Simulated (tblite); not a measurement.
Compound: C8H16N (charge +1).
Numbering: `[CH2:1]=[CH:2][C@@H:3]1[CH2:4][CH2:5][CH2:6][N+:7]1([CH3:8])[CH3:9]` (hydrogens: H10, H11 on C1; H12 on C2; H13 on C3; H14, H15 on C4; H16, H17 on C5; H18, H19 on C6; H20, H21, H22 on C8; H23, H24, H25 on C9)
Bond orders are those of one Lewis drawing.

Computed with GFN2-xTB (tblite), gas phase: L-BFGS steps from a force-field or distance-geometry start until the largest atomic force falls under 0.01 eV/Å.

Geometry at step 29:
```
atom  x, y, z in Å
C1      2.8506    0.6165    0.1938
C2      1.8511    0.0436   -0.4610
C3      0.6468   -0.4066    0.3115
C4      0.2082   -1.8578    0.0711
C5     -1.0298   -1.7510   -0.8075
C6     -1.6951   -0.4860   -0.2727
N7     -0.6001    0.4626    0.1069
C8     -0.8982    1.0756    1.4081
C9     -0.4335    1.5505   -0.8858
H10     3.7629    0.9543   -0.2622
H11     2.8108    0.7240    1.2672
H12     1.8381   -0.0830   -1.5335
H13     0.9302   -0.2952    1.3568
H14     1.0129   -2.4378   -0.3798
H15    -0.0588   -2.3268    1.0201
H16    -0.7607   -1.6430   -1.8558
H17    -1.6934   -2.6075   -0.6925
H18    -2.2782   -0.7032    0.6225
H19    -2.3584    0.0008   -0.9795
H20    -1.8007    1.6682    1.3352
H21    -1.0599    0.2939    2.1444
H22    -0.0714    1.7143    1.7090
H23     0.6021    1.8721   -0.9440
H24    -1.0284    2.4064   -0.5910
H25    -0.7580    1.2390   -1.8721
```

Problem. What forces act on the atoms?

Solution. 
```json
{"atom": "C1", "Fx (eV/Å)": "0.030", "Fy (eV/Å)": "-0.178", "Fz (eV/Å)": "-0.081"}
{"atom": "C2", "Fx (eV/Å)": "-0.100", "Fy (eV/Å)": "0.238", "Fz (eV/Å)": "0.072"}
{"atom": "C3", "Fx (eV/Å)": "0.201", "Fy (eV/Å)": "-0.115", "Fz (eV/Å)": "0.100"}
{"atom": "C4", "Fx (eV/Å)": "0.051", "Fy (eV/Å)": "0.026", "Fz (eV/Å)": "-0.031"}
{"atom": "C5", "Fx (eV/Å)": "-0.128", "Fy (eV/Å)": "0.214", "Fz (eV/Å)": "0.059"}
{"atom": "C6", "Fx (eV/Å)": "-0.063", "Fy (eV/Å)": "0.177", "Fz (eV/Å)": "0.000"}
{"atom": "N7", "Fx (eV/Å)": "0.182", "Fy (eV/Å)": "-0.167", "Fz (eV/Å)": "0.035"}
{"atom": "C8", "Fx (eV/Å)": "-0.076", "Fy (eV/Å)": "0.018", "Fz (eV/Å)": "-0.023"}
{"atom": "C9", "Fx (eV/Å)": "-0.020", "Fy (eV/Å)": "-0.151", "Fz (eV/Å)": "0.017"}
{"atom": "H10", "Fx (eV/Å)": "-0.047", "Fy (eV/Å)": "-0.030", "Fz (eV/Å)": "-0.172"}
{"atom": "H11", "Fx (eV/Å)": "0.061", "Fy (eV/Å)": "0.044", "Fz (eV/Å)": "-0.014"}
{"atom": "H12", "Fx (eV/Å)": "0.127", "Fy (eV/Å)": "-0.092", "Fz (eV/Å)": "0.043"}
{"atom": "H13", "Fx (eV/Å)": "-0.039", "Fy (eV/Å)": "-0.040", "Fz (eV/Å)": "0.140"}
{"atom": "H14", "Fx (eV/Å)": "-0.096", "Fy (eV/Å)": "0.021", "Fz (eV/Å)": "-0.025"}
{"atom": "H15", "Fx (eV/Å)": "0.074", "Fy (eV/Å)": "0.007", "Fz (eV/Å)": "-0.041"}
{"atom": "H16", "Fx (eV/Å)": "-0.011", "Fy (eV/Å)": "-0.003", "Fz (eV/Å)": "-0.054"}
{"atom": "H17", "Fx (eV/Å)": "0.099", "Fy (eV/Å)": "0.042", "Fz (eV/Å)": "-0.116"}
{"atom": "H18", "Fx (eV/Å)": "0.032", "Fy (eV/Å)": "-0.151", "Fz (eV/Å)": "0.008"}
{"atom": "H19", "Fx (eV/Å)": "-0.111", "Fy (eV/Å)": "-0.034", "Fz (eV/Å)": "-0.172"}
{"atom": "H20", "Fx (eV/Å)": "-0.215", "Fy (eV/Å)": "0.171", "Fz (eV/Å)": "0.041"}
{"atom": "H21", "Fx (eV/Å)": "0.064", "Fy (eV/Å)": "0.029", "Fz (eV/Å)": "0.182"}
{"atom": "H22", "Fx (eV/Å)": "-0.017", "Fy (eV/Å)": "0.057", "Fz (eV/Å)": "0.062"}
{"atom": "H23", "Fx (eV/Å)": "0.086", "Fy (eV/Å)": "-0.021", "Fz (eV/Å)": "0.080"}
{"atom": "H24", "Fx (eV/Å)": "-0.176", "Fy (eV/Å)": "0.093", "Fz (eV/Å)": "0.002"}
{"atom": "H25", "Fx (eV/Å)": "0.091", "Fy (eV/Å)": "-0.154", "Fz (eV/Å)": "-0.113"}
```

The largest, 0.28 eV/Å, acts on H20; the rms over all components is 0.103 eV/Å. The forces sum to zero within rounding, as they must for an isolated molecule in no field.

Problem. Give the force on H20 in Eh/bohr and in nN.

Solution. 0.278 eV/Å ÷ 51.422 = 0.00540 Eh/bohr, and 0.278 eV/Å × 1.602 = 0.45 nN.

Problem. How far is this geometry from the end of the optimisation?

Solution. 0.227 eV above it, and 0.224 Å rms away after alignment. The bonds farthest from their final lengths, with half the difference of the two atoms' forces along the bond (positive lengthens):

```csv
bond,now (Å),final (Å),force along bond (eV/Å)
N7–C9,1.482,1.474,0.00
C5–C6,1.526,1.519,-0.04
C8–H20,1.082,1.089,+0.10
C9–H24,1.083,1.089,+0.14
C1=C2,1.325,1.321,-0.08
C6–H19,1.085,1.089,+0.02
```

The angle farthest from its final value is C2–C3–C4, 115.6° against 111.2°.

What follows is the cost of the whole relaxation. Time: 0.66 s of wall time. Hardware: Arm Neoverse V1, one thread (shared host).
